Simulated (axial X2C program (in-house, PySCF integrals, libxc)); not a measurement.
**Outer orbitals of Cu₂ at 2.245 Å, PW91**

Calculated with an in-house all-electron X2C program for linear molecules (integrals from PySCF). Spin-free means the one-electron spin-free X2C Hamiltonian; two-component (2c) means X2C with spin–orbit coupling and atomic mean-field two-electron Coulomb and Gaunt terms, so the difference of the two also holds small scalar two-electron terms. Basis: Cu dyall-cv3z [9s9p6d3f2g] (cores contracted in-house); Gaussian nuclei, density fitting, unrestricted open shells. Masses: Cu 62.930 u.

The distance is close to the 2c PBE0 minimum; the highest filled and lowest empty levels are listed.

Spin-free orbitals, state M_S = 0, Λ = 0 (closed shell) (Löwdin shares):

```csv
symmetry,occupied,ε (eV),atomic character
σα,yes,-6.43,"55% Cu d, 41% Cu s"
π-α,yes,-5.59,99% Cu d
π+α,yes,-5.59,99% Cu d
σα,yes,-5.17,"52% Cu s, 44% Cu d, 4% Cu p"
δ-α,yes,-5.07,100% Cu d
δ+α,yes,-5.07,100% Cu d
δ-α,yes,-4.86,100% Cu d
δ+α,yes,-4.86,100% Cu d
π-α,yes,-4.70,99% Cu d
π+α,yes,-4.70,99% Cu d
σα,yes,-4.68,97% Cu d
σα,no,-3.19,"56% Cu p, 40% Cu s"
π-α,no,-1.19,99% Cu p
π+α,no,-1.19,99% Cu p
σα,no,-0.63,"78% Cu p, 21% Cu s"
```

One partner of each degenerate Kramers or spin pair is listed.

Spinors with spin–orbit coupling (state Ω = 0):

```json
{"ω": "1/2", "occupied": "yes", "ε (eV)": "-6.44", "atomic character": "56% Cu d, 40% Cu s", "λ mixture": "100% σ"}
{"ω": "1/2", "occupied": "yes", "ε (eV)": "-5.65", "atomic character": "99% Cu d", "λ mixture": "99% π, 1% σ"}
{"ω": "3/2", "occupied": "yes", "ε (eV)": "-5.56", "atomic character": "99% Cu d", "λ mixture": "98% π, 2% δ"}
{"ω": "3/2", "occupied": "yes", "ε (eV)": "-5.19", "atomic character": "100% Cu d", "λ mixture": "97% δ, 3% π"}
{"ω": "1/2", "occupied": "yes", "ε (eV)": "-5.18", "atomic character": "51% Cu s, 45% Cu d, 4% Cu p", "λ mixture": "97% σ, 3% π"}
{"ω": "5/2", "occupied": "yes", "ε (eV)": "-4.98", "atomic character": "100% Cu d", "λ mixture": "100% δ"}
{"ω": "3/2", "occupied": "yes", "ε (eV)": "-4.95", "atomic character": "100% Cu d", "λ mixture": "98% δ, 2% π"}
{"ω": "5/2", "occupied": "yes", "ε (eV)": "-4.77", "atomic character": "100% Cu d", "λ mixture": "100% δ"}
{"ω": "1/2", "occupied": "yes", "ε (eV)": "-4.73", "atomic character": "98% Cu d", "λ mixture": "97% π, 3% σ"}
{"ω": "1/2", "occupied": "yes", "ε (eV)": "-4.67", "atomic character": "97% Cu d", "λ mixture": "99% σ, 1% π"}
{"ω": "3/2", "occupied": "yes", "ε (eV)": "-4.64", "atomic character": "99% Cu d", "λ mixture": "97% π, 3% δ"}
{"ω": "1/2", "occupied": "no", "ε (eV)": "-3.19", "atomic character": "56% Cu p, 40% Cu s", "λ mixture": "100% σ"}
{"ω": "1/2", "occupied": "no", "ε (eV)": "-1.20", "atomic character": "99% Cu p", "λ mixture": "100% π"}
{"ω": "3/2", "occupied": "no", "ε (eV)": "-1.17", "atomic character": "99% Cu p", "λ mixture": "100% π"}
{"ω": "1/2", "occupied": "no", "ε (eV)": "-0.63", "atomic character": "78% Cu p, 21% Cu s", "λ mixture": "100% σ"}
```

One partner of each degenerate Kramers or spin pair is listed.

Question: How does the gap between the highest filled and lowest empty level change from the spin-free to the 2c table?

Answer: From 1.49 to 1.45 eV at PW91, a change of -0.04 eV.

Mulliken charges and populations of the two-component result (they depend on the basis, above all on diffuse functions):

Cu1 0.00 e (s 7.04 p 12.05 d 9.91), Cu2 0.00 e (s 7.04 p 12.05 d 9.91).

One determinant describes the state; a PBE0 search over occupations chose it and may have missed a lower one.
